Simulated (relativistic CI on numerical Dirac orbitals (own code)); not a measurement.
# Forbidden lines of Hg LV

Calculated at this level of theory: Dirac-Coulomb-Breit CI, separate exchange-only KLI orbitals for each configuration, QED by a radiative potential, unscaled Slater integrals (own radial code, finite nucleus).

CI space (outside the closed core [Ne]): 3s²3p⁶3d⁸, 3s²3p⁵3d⁹, 3s²3p⁴3d¹⁰, 3s3p⁶3d⁹, 3p⁶3d¹⁰, 3s3p⁵3d¹⁰, 3s²3p⁶3d⁷4s, 3s²3p⁶3d⁷4p, 3s²3p⁴3d⁹4s, 3s²3p⁶3d⁷4d, 3s²3p⁴3d⁹4p, 3s²3p⁵3d⁸4s, 3s²3p⁶3d⁷4f, 3s²3p⁴3d⁹4d, 3s3p⁵3d⁹4s, 3s²3p⁵3d⁸4p. Levels of other configurations are missing.

| λ vac (Å) | Lower | Upper | Type | A (s⁻¹) | gf | Branching (%) |
| --- | --- | --- | --- | --- | --- | --- |
| 5.7940 | 3s²3p⁶3d⁸ ³F4 [1] | 3s²3p⁶3d⁷4s ³P2 [50] | E2 | 1.08e+10 | 2.71e-04 | 29.2 |
| 5.7958 | 3s²3p⁶3d⁸ ³F4 [1] | 3s²3p⁶3d⁷4s ³H6 [49] | E2 | 1.08e+10 | 7.05e-04 | 86.1 |
| 5.8147 | 3s²3p⁶3d⁸ ³F4 [1] | 3s²3p⁶3d⁷4s ³F4 [42] | E2 | 3.85e+09 | 1.76e-04 | 14.0 |
| 5.8214 | 3s²3p⁶3d⁸ ³F4 [1] | 3s²3p⁶3d⁷4s ⁵F5 [41] | E2 | 8.22e+09 | 4.59e-04 | 78.1 |
| 5.8348 | 3s²3p⁶3d⁸ ³F4 [1] | 3s²3p⁶3d⁷4s ³F3 [40] | E2 | 4.09e+09 | 1.46e-04 | 16.1 |
| 5.8418 | 3s²3p⁶3d⁸ ³F4 [1] | 3s²3p⁶3d⁷4s ⁵F4 [39] | E2 | 4.15e+09 | 1.91e-04 | 43.2 |
| 6.0439 | 3s²3p⁶3d⁸ ³F4 [1] | 3s²3p⁶3d⁷4s ¹D2 [38] | E2 | 6.70e+09 | 1.83e-04 | 14.7 |
| 6.0510 | 3s²3p⁶3d⁸ ³F4 [1] | 3s²3p⁶3d⁷4s ³D3 [37] | E2 | 9.94e+09 | 3.82e-04 | 34.1 |
| 6.0736 | 3s²3p⁶3d⁸ ³F4 [1] | 3s²3p⁶3d⁷4s ³P2 [35] | E2 | 8.06e+09 | 2.23e-04 | 39.4 |
| 6.0737 | 3s²3p⁶3d⁸ ¹D2 [2] | 3s²3p⁶3d⁷4s ¹D2 [38] | E2 | 1.04e+10 | 2.86e-04 | 22.7 |
| 6.0810 | 3s²3p⁶3d⁸ ³F3 [4] | 3s²3p⁶3d⁷4s ⁵P2 [45] | E2 | 8.31e+09 | 2.30e-04 | 37.8 |
| 6.0883 | 3s²3p⁶3d⁸ ³F3 [4] | 3s²3p⁶3d⁷4s ³F4 [42] | E2 | 1.14e+10 | 5.71e-04 | 41.5 |
| 6.0973 | 3s²3p⁶3d⁸ ³P2 [5] | 3s²3p⁶3d⁷4s ³P2 [50] | E2 | 1.32e+10 | 3.67e-04 | 35.8 |
| 6.0991 | 3s²3p⁶3d⁸ ¹D2 [2] | 3s²3p⁶3d⁷4s ¹P1 [36] | E2 | 2.31e+10 | 3.87e-04 | 75.3 |
| 6.1090 | 3s²3p⁶3d⁸ ³F4 [1] | 3s²3p⁶3d⁷4s ³F4 [34] | E2 | 2.27e+10 | 1.14e-03 | 66.2 |
| 6.1104 | 3s²3p⁶3d⁸ ³F3 [4] | 3s²3p⁶3d⁷4s ³F3 [40] | E2 | 1.37e+10 | 5.38e-04 | 53.9 |
| 6.1203 | 3s²3p⁶3d⁸ ³P2 [5] | 3s²3p⁶3d⁷4s ³F4 [42] | E2 | 6.39e+09 | 3.23e-04 | 23.2 |
| 6.1210 | 3s²3p⁶3d⁸ ³F4 [1] | 3s²3p⁶3d⁷4s ⁵F5 [33] | E2 | 5.65e+09 | 3.49e-04 | 83.2 |
| 6.1393 | 3s²3p⁶3d⁸ ¹D2 [2] | 3s²3p⁶3d⁷4s ³F4 [34] | E2 | 7.92e+09 | 4.03e-04 | 23.1 |
| 6.1408 | 3s²3p⁶3d⁸ ¹S0 [3] | 3s²3p⁶3d⁷4s ¹D2 [38] | E2 | 8.81e+09 | 2.49e-04 | 19.3 |

Terms are leading LS components. Brackets give the number of a level in order of energy, since labels repeat. The list gives strong lines, with weight on those to low levels, among the lowest 200 of 1397 levels, so that lines to higher ones, which can be the strongest, are missing. Levels whose partners in the same complex of configurations lie outside the list can be far off, and so can their lines. Rates are taken at the computed energies, electric ones in the length gauge.

At this charge energies of transitions that change n are usually good to better than 1 %, and those within a shell (Δn = 0) to a few per cent.

LS names give the leading component of a level, which can be under half, so a name can repeat, a term be missing and a line seem to break the LS rules.
